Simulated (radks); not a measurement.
Ionisation of the oxygen ion O+, [He] 2s2 2p3, to [He] 2s2 2p2 as the strength of local exchange is varied. Method: scalar-relativistic Kohn-Sham, Slater X-alpha exchange (alpha = 2/3 is LDA exchange), no correlation, spin-polarised, spherical densities, point nucleus; open shells are filled with parallel spins first; computed with a radial shooting solver on a logarithmic mesh with Libxc functionals.

| alpha | E(O+) (hartree) | exchange (hartree) | IE (eV) | -e of the level emptied (eV) | <r> of it (bohr) |
|---|---|---|---|---|---|
| 0.609 | -73.00524 | -6.38193 | 33.011 | 24.067 (2p) | 1.106 |
| 0.647 | -73.40436 | -6.81028 | 33.912 | 24.904 (2p) | 1.095 |
| 0.667 | -73.61513 | -7.03713 | 34.391 | 25.350 (2p) | 1.089 |
| 0.79 | -74.92215 | -8.45362 | 37.409 | 28.175 (2p) | 1.055 |
| 0.861 | -75.68502 | -9.28796 | 39.208 | 29.869 (2p) | 1.037 |
| 0.976 | -76.93369 | -10.66519 | 42.209 | 32.711 (2p) | 1.009 |

NIST Atomic Spectra Database: 35.121 eV (measured). The Delta-SCF value meets it near alpha = 0.70. Open shells are spherical and high-spin; term and fine-structure splittings are not resolved.
